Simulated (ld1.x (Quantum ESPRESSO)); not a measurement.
Configuration tests for Kr (Z = 36) (ultrasoft)

ld1.x (Quantum ESPRESSO) 7.5 input, shortened:

```
&input
   title='Kr', zed=36., rel=1, dft='PZ', iswitch=3,
   config='[Ar] 3d10 4s2 4p5.75 4d-2'
 /
 &inputp
   pseudotype=3, tm=.true., lloc=-2, rcloc=1.15,
   nlcc=.true., rcore=0.62,
   which_augfun='PSQ', rmatch_augfun_nc=.true.
 /
6
4S  1  0   2.00   0.00  1.25  1.40  0.0
4S  1  0   0.00  -0.45  1.25  1.40  0.0
4P  2  1   5.75   0.00  1.45  1.55  0.0
4P  2  1   0.00  -0.10  1.45  1.55  0.0
4D  3  2  -2.00   0.35  1.35  1.45  0.0
4D  3  2  -2.00   2.85  1.35  1.45  0.0
 &test
   configts(1)='4s2 4p5.75'
 /
```

Energies are relative to the spin-unpolarised reference configuration 4s2 4p5.75; without spin polarisation the order of configurations can differ from experiment. Spin-polarised rows fill each open shell by Hund’s rule, majority spin first.

| valence configuration | charge | ΔE all-electron (eV) | error AE − PS (meV) |
| --- | --- | --- | --- |
| 4s2 4p6 | 0 | -2.653 | +0.4 |
| 4s2 4p5 | +1 | 11.784 | -4.8 |
| 4s2 4p4 | +2 | 37.121 | -28 |
| 4s2 4p3 | +3 | 74.395 | -88 |
| 4s2 4p2 | +4 | 124.468 | -208 |
| 4s1 4p6 | +1 | 26.321 | -18 |
| 4s2 4p5.75 (spin-polarised) | +0.25 | -0.010 | -0.1 |
| 4s2 4p5 (spin-polarised) | +1 | 11.607 | -7.4 |

Question: What are ΔE and the potential's error for 4s2 4p5.5?

Answer: ΔE = 3.277 eV all-electron; the error (AE − PS) is -0.9 meV.

Levels in the configuration 4s2 4p5.5:

| level | all-electron (eV) | pseudo (eV) |
| --- | --- | --- |
| 4s | -28.522 | -28.526 |
| 4p | -14.385 | -14.387 |
